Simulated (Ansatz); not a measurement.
Geometry optimisation, RKS PBE0-D4/def2-SVP (Ansatz 0.2.0).

The input (input.yaml):

```yaml
crystal:
  periodic: [false, false, false]
  atoms:
    - { symbol: Sn, position_ang: [-0.027066, -0.160216, 0.130799] }
    - { symbol: O, position_ang: [-0.194906, -0.261595, 2.086402] }
    - { symbol: H, position_ang: [-0.873677, 0.348076, 2.405112] }
    - { symbol: O, position_ang: [1.84103, -0.303582, -0.460168] }
    - { symbol: H, position_ang: [1.95528, -1.130744, -0.948208] }
    - { symbol: O, position_ang: [-0.946414, 1.470145, -0.481212] }
    - { symbol: H, position_ang: [-1.420166, 1.303746, -1.308759] }
    - { symbol: O, position_ang: [-0.923317, -1.721425, -0.682162] }
    - { symbol: H, position_ang: [-1.343321, -2.27376, -0.010213] }
    - { symbol: P, position_ang: [1.867871, 2.605499, 1.60412] }
    - { symbol: H, position_ang: [2.684753, 1.761578, 0.792497] }
    - { symbol: H, position_ang: [0.910566, 2.853759, 0.569701] }
    - { symbol: H, position_ang: [1.127767, 1.51582, 2.150692] }
basis:
  gaussian: { orbitals: def2-SVP }
hamiltonian:
  xc: pbe0
  dispersion: d4
relax:
  f_tol: 0.03
  max_steps: 50
output:
  orbitals: {}
```

Run as:

```bash
$ ansatz run input.yaml --threads 4 --pin off --max-ram 5120MiB --backend cpu --events-out ev --progress --plain --runs-dir out
```

Question: Where does it end, and by what steps?

Answer: The forces met the threshold. The force dipped under the threshold on the way, but the program's further checks kept it going. After 12 steps the energy has fallen by 0.076 eV; H7 moved furthest, 0.69 Å.

```csv
step,energy less start (eV),largest force component (eV/Å),accepted
0,0.0000,0.193,yes
1,-0.0336,0.107,yes
2,0.0118,0.658,no
3,-0.0404,0.197,yes
4,-0.0485,0.151,yes
5,-0.0571,0.112,yes
6,-0.0595,0.392,yes
7,-0.0624,0.317,yes
8,-0.0717,0.123,yes
9,-0.0722,0.092,yes
10,-0.0750,0.016,yes
11,-0.0539,1.086,no
12,-0.0755,0.016,yes
```

```xyz
13
Properties=species:S:1:pos:R:3
Sn -0.158 -0.315 0.088
O -0.365 -0.398 2.041
H -0.642 0.458 2.392
O 1.677 -0.242 -0.618
H 1.979 -1.124 -0.871
O -1.109 1.312 -0.483
H -0.807 1.615 -1.349
O -0.869 -2.004 -0.628
H -1.556 -2.369 -0.056
P 1.919 2.739 1.526
H 2.483 1.786 0.625
H 0.696 2.828 0.790
H 1.411 1.722 2.392
```

Whether the end is a true minimum wasn't checked by a vibrational analysis.

The run took 37 s on 4 threads of Arm Neoverse V2 (shared host), peak memory 0.4 GiB.
